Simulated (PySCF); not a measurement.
ZnF₂, SMILES [F][Zn][F]. Geometry: PBE0-D3(BJ)/def2-TZVP. The isomer is the one that the SMILES or the coordinates give; other isomers of the formula were not compared.

Calculation: PBE0-D3(BJ)/def2-TZVP (PySCF 2.14.0).

Harmonic wavenumbers (cm⁻¹): 165, 165, 602, 764. Rotational constants (GHz): 4.435 (linear); symmetry number 2.

Question: Work out the zero-point energy and the ideal-gas rigid-rotor harmonic-oscillator thermochemistry at 298.15 K and 1 atm.

Answer: ZPE = ½ Σ hcν = ½ × 1696 cm⁻¹ = 10.15 kJ/mol. H − E(el) = 22.72 kJ/mol. Entropy in J/(mol K): translation 166.59, rotation 62.79, vibration 23.73, total 253.11. G − E(el) = -52.75 kJ/mol. Cp = 52.15 J/(mol K).
